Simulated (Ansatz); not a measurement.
CH$_{3}$F$_{2}$Ga, SMILES `F[CH](F)[GaH2]`. Charge 0, multiplicity 1. The geometry is a stationary point of PBE0-D4/def2-TZVP.

```xyz
7

F    -1.026   -0.280    1.470
C    -0.786   -0.377    0.119
F    -1.746    0.365   -0.514
Ga    1.058    0.382   -0.232
H    -0.962   -1.423   -0.155
H     2.232   -0.596   -0.579
H     1.231    1.930   -0.110
```

(1) What is the dipole moment at r2SCAN/def2-TZVPP? (Best estimate.)

(2) And with PBE, B3LYP, ωB97M-V? (An estimate is asked.)

(3) Give the Mulliken charges with r2SCAN, ωB97M-V, PBE in def2-TZVPP. (An estimate is asked.)

Results:

(1) Computed: 1.79 D, with components (1.37, -0.83, -0.81) D in this frame, pointing from negative to positive charge.

(2) Ansatz gave: PBE 1.68 D, B3LYP 1.92 D, ωB97M-V 1.96 D.

(3) The calculation gave: 
| atom | r2SCAN | ωB97M-V | PBE |
| --- | --- | --- | --- |
| F1 | -0.22 | -0.21 | -0.18 |
| C2 | 0.22 | 0.11 | 0.15 |
| F3 | -0.21 | -0.21 | -0.17 |
| Ga4 | 0.27 | 0.24 | 0.18 |
| H5 | 0.06 | 0.12 | 0.09 |
| H6 | -0.07 | -0.03 | -0.04 |
| H7 | -0.06 | -0.02 | -0.02 |

B3LYP here is the variant with VWN-RPA as its local correlation; programs differ in this.
